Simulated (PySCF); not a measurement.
CH5NbO3, SMILES [CH3][Nb](=[O])([OH])[OH], multiplicity 1. Atoms are numbered in the order given.

```xyz
10

Nb    -0.0741     0.0357     0.0000
O     -0.2277     1.7375     0.0000
O     -0.7773    -0.7223     1.5977
H     -1.2120    -0.3553     2.3770
O     -0.7773    -0.7223    -1.5977
H     -1.2120    -0.3553    -2.3770
C      2.0644    -0.3243     0.0000
H      2.5300     0.1282    -0.8922
H      2.2728    -1.4084     0.0000
H      2.5300     0.1282     0.8922
```

Geometry: B3LYP-D3(BJ)/def2-SVP. The spin state was assumed, not searched. The structure was generated by enumeration; whether it is a known compound was not checked. The def2 effective core potentials stand for the cores of Nb; spin–orbit coupling is left out. Other conformers were not sampled.

The numbers are results of TDA-CAM-B3LYP/def2-SVPD (PySCF 2.14.0), not measurements.

Vertical excitations. Gas-phase values at a fixed geometry. State labels are in the subgroup Cs.

Computed excitation energies, oscillator strengths and character:
```tsv
state	symmetry	energy (eV)	λ (nm)	f	main pairs
S1	A"	5.10	243	0.003	HOMO→LUMO 98 %
S2	A'	5.71	217	0.008	HOMO→LUMO+1 85 %
S3	A"	6.43	193	0.000	HOMO−4→LUMO 58 %, HOMO−2→LUMO+1 26 %
S4	A"	6.49	191	0.002	HOMO−1→LUMO 83 %
S5	A'	6.53	190	0.005	HOMO−2→LUMO 83 %
S6	A'	6.65	186	0.000	HOMO−1→LUMO+1 47 %, HOMO−3→LUMO 40 %
S7	A"	6.67	186	0.000	HOMO−2→LUMO+1 56 %, HOMO−4→LUMO 32 %
S8	A'	6.76	183	0.007	HOMO−3→LUMO 56 %, HOMO−1→LUMO+1 32 %
S9	A"	6.85	181	0.002	HOMO→LUMO+6 49 %, HOMO→LUMO+3 44 %
S10	A'	7.07	175	0.009	HOMO→LUMO+2 77 %
T1	A"	4.68	265	0	HOMO→LUMO 97 %
T2	A'	5.13	241	0	HOMO→LUMO+1 85 %
T3	A'	5.81	213	0	HOMO−2→LUMO 51 %, HOMO−4→LUMO+1 18 %, HOMO−2→LUMO+6 9 %
T4	A"	6.03	206	0	HOMO−1→LUMO 57 %, HOMO−2→LUMO+1 19 %, HOMO−4→LUMO 10 %
```
Triplets are in the Tamm–Dancoff approximation.
